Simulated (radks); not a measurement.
Eu XVI, 48 electrons, occupied as [Kr] 4d10 4f2.

All-electron calculation, non-relativistic Kohn-Sham, LB94 model potential, spin-polarised, spherical densities, point nucleus; open shells are filled with parallel spins first (spin-orbit coupling, left out, can overturn this in heavy ions); relativity is left out, which matters for an element this heavy. Program: a radial shooting solver on a logarithmic mesh with Libxc functionals.

Energy parts (eV):
kinetic: 282264.22
electron-nucleus: -653601.25
Hartree: 95548.32
(The LB94 potential has no energy functional, so no total or exchange-correlation energy is given.)

Orbitals (lengths in bohr, moments of r in powers of bohr; <r^-3> diverges for s and p1/2):
[
 {"orbital": "1s down", "occ.": "1", "eigenvalue (eV)": "-46037.57", "<r^-3>": "-", "<1/r>": "62.50"},
 {"orbital": "1s up", "occ.": "1", "eigenvalue (eV)": "-46037.57", "<r^-3>": "-", "<1/r>": "62.50"},
 {"orbital": "2s down", "occ.": "1", "eigenvalue (eV)": "-7592.581", "<r^-3>": "-", "<1/r>": "14.52"},
 {"orbital": "2s up", "occ.": "1", "eigenvalue (eV)": "-7592.537", "<r^-3>": "-", "<1/r>": "14.52"},
 {"orbital": "2p down", "occ.": "3", "eigenvalue (eV)": "-7239.079", "<r^-3>": "8562", "<1/r>": "14.56"},
 {"orbital": "2p up", "occ.": "3", "eigenvalue (eV)": "-7239.050", "<r^-3>": "8563", "<1/r>": "14.56"},
 {"orbital": "3s down", "occ.": "1", "eigenvalue (eV)": "-1931.898", "<r^-3>": "-", "<1/r>": "5.463"},
 {"orbital": "3s up", "occ.": "1", "eigenvalue (eV)": "-1931.870", "<r^-3>": "-", "<1/r>": "5.461"},
 {"orbital": "3p down", "occ.": "3", "eigenvalue (eV)": "-1773.729", "<r^-3>": "1733", "<1/r>": "5.408"},
 {"orbital": "3p up", "occ.": "3", "eigenvalue (eV)": "-1773.693", "<r^-3>": "1732", "<1/r>": "5.406"},
 {"orbital": "3d down", "occ.": "5", "eigenvalue (eV)": "-1477.919", "<r^-3>": "295.9", "<1/r>": "5.308"},
 {"orbital": "3d up", "occ.": "5", "eigenvalue (eV)": "-1477.861", "<r^-3>": "295.8", "<1/r>": "5.307"},
 {"orbital": "4s up", "occ.": "1", "eigenvalue (eV)": "-626.1175", "<r^-3>": "-", "<1/r>": "2.374"},
 {"orbital": "4s down", "occ.": "1", "eigenvalue (eV)": "-624.2849", "<r^-3>": "-", "<1/r>": "2.371"},
 {"orbital": "4p up", "occ.": "3", "eigenvalue (eV)": "-564.0137", "<r^-3>": "402.7", "<1/r>": "2.294"},
 {"orbital": "4p down", "occ.": "3", "eigenvalue (eV)": "-562.2209", "<r^-3>": "401.8", "<1/r>": "2.292"},
 {"orbital": "4d up", "occ.": "5", "eigenvalue (eV)": "-452.9691", "<r^-3>": "60.66", "<1/r>": "2.129"},
 {"orbital": "4d down", "occ.": "5", "eigenvalue (eV)": "-451.2673", "<r^-3>": "60.51", "<1/r>": "2.127"},
 {"orbital": "4f up", "occ.": "2", "eigenvalue (eV)": "-315.4079", "<r^-3>": "11.78", "<1/r>": "1.840"},
 {"orbital": "4f down", "occ.": "0", "eigenvalue (eV)": "-313.9359", "<r^-3>": "11.77", "<1/r>": "1.837"},
 {"orbital": "5s up", "occ.": "0", "eigenvalue (eV)": "-297.0671", "<r^-3>": "-", "<1/r>": "1.196"},
 {"orbital": "5s down", "occ.": "0", "eigenvalue (eV)": "-296.6969", "<r^-3>": "-", "<1/r>": "1.193"},
 {"orbital": "5p up", "occ.": "0", "eigenvalue (eV)": "-272.7847", "<r^-3>": "124.0", "<1/r>": "1.148"},
 {"orbital": "5p down", "occ.": "0", "eigenvalue (eV)": "-272.5063", "<r^-3>": "123.1", "<1/r>": "1.145"}
]

The highest occupied level is 4f up at -315.41 eV. Spin moment in Bohr magnetons: 2. Summed over all electrons, <r^2> = 9.881 bohr^2, which gives a Langevin (diamagnetic) susceptibility term of -7.83 x 10^-6 cm^3/mol. For comparison, the ionisation energy in NIST's Atomic Spectra Database is 311 eV (theoretical). In exact Kohn-Sham theory the highest level is minus the ionisation energy, but local and semilocal functionals leave it too shallow, through self-interaction and a potential that decays too fast; potentials with the right tail come closer. The density falls to 0.001 e/bohr^3 at r = 1.75 bohr.
